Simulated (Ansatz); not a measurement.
Ge2S2⁺. Total charge 1; doublet. Geometry PBE0-D4/def2-SVP, that of the neutral singlet; atoms count from 1.

```csv
atom,x (Å),y (Å),z (Å)
Ge1,-0.048,-1.007,-1.126
Ge2,-0.100,0.628,1.371
S3,-1.500,0.604,-0.427
S4,1.647,-0.225,0.182
```

The structure comes from a short search, and lower isomers may exist.

(1) Estimate the Mulliken populations from the PBE0/def2-TZVP orbitals of Ansatz.

(2) Where does the spin sit?

(3) And the Mayer bond orders between bonded heavy atoms (over 0.3)?

Answers

(1) 
| atom | charge (e) | spin (α − β) |
| --- | --- | --- |
| Ge1 | 0.66 | 0.21 |
| Ge2 | 0.66 | 0.21 |
| S3 | -0.16 | 0.29 |
| S4 | -0.16 | 0.29 |
Mulliken values and Mayer orders depend strongly on the basis.

(2) Summed by element: Ge 0.43, S 0.57, of 1 unpaired in all. Largest on single atoms: S3 0.29, S4 0.29, Ge1 0.21.

(3) Ge1–S3 1.06 (2.28 Å); Ge1–S4 1.06 (2.28 Å); Ge2–S3 1.06 (2.28 Å); Ge2–S4 1.06 (2.28 Å). Values over 0.3 also appear between atoms too far apart for a bond (Ge1–Ge2 0.30 at 2.98 Å); they arise where an orbital or an unpaired electron spreads over both atoms.
